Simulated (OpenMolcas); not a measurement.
An OpenMolcas run meant for Sn III (ANO-RCC-VTZP, DKH2; inactive shells 1s 2s 2p 3s 3p 3d 4s 4p 4d; intended active space 2 electrons in 4 orbitals (5s 5p)). One step of its input:

```
&RASSCF
FileOrb=start.orb
Symmetry=1
Spin=3
nActEl=3 0 0
Inactive=14 9
Ras2=1 3
CIRoot=3 3 1
SDav=3
CIMx=300
Iter=71 100
PrWF=0.3
OrbListing=Nothing
MaxOrb=0
Atom
CIOnly
>>> COPY $Project.JobIph JOB001
```

Lines from the output:

```
--- SEWARD ---
Basis set label: SN.ANO-RCC...7S6P4D2F1G.

      Electronic valence basis set:
      ------------------
      Associated Effective Charge  50.000000 au
      Associated Actual Charge     50.000000 au
      Nuclear Model: Point charge

      Shell  nPrim  nBasis  Cartesian Spherical Contaminant
         s      22       7        X
         p      19       6        X
         d      13       4                 X
         f       5       2                 X
         g       3       1                 X
                  Relativistic Douglas-Kroll-Hess integrals:
                    - DKH order of Hamiltonian: 2
                    - DKH order of Properties : 0
                  Atomic mean-field integrals
--- RASSCF ---

 Nr of active orbitals     NAC=   4
 Spin degeneracy         ISPIN=   3
 There can be no such wave function.
 ************************************************
--- Stop Module: rasscf at  /rc=_RC_INPUT_ERROR_ ---
.####################.
.# User input error #.
.####################.
```

**Question.** What is wrong with the input?

**Answer.** nActEl holds one electron too many for this ion, which clashes with the multiplicity.
